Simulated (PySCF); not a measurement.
# Shapes and spin states of CoHF

Level of theory: PBE0 in PySCF with Co def2-TZVP, H def2-TZVP, F def2-TZVP; no relativity; density-fitted integrals.

Relaxations began from a few typed shapes and spin states; open shells are unrestricted. The search is not exhaustive: other isomers or separated fragments can lie lower, and high-lying points may rest on an excited occupation.

| spin | group | bonds | angles | imaginary modes (cm⁻¹) | ΔE (kJ/mol) | ΔE with ZPE (kJ/mol) |
| --- | --- | --- | --- | --- | --- | --- |
| quartet | Cs | Co–F 1.770 Å, Co–H 1.568 Å | F–Co–H 161.5° | none | 0.0 | 0.0 |
| broken-symmetry Ms = 1/2 (⟨S²⟩ 1.75) | C∞v | Co–F 1.757 Å, Co–H 1.553 Å | F–Co–H 180.0° | none | 89.2 | 92.4 |

The lowest minimum found is the quartet Cs: Co–F 1.770 Å, Co–H 1.568 Å; F–Co–H 161.5°.

For the lowest minimum: other spin states or occupations of the open shell can lie lower.

The electron or spin density has lower symmetry than the nuclear frame for the broken-symmetry Ms = 1/2 (⟨S²⟩ 1.75) C∞v at 89.2 kJ/mol.
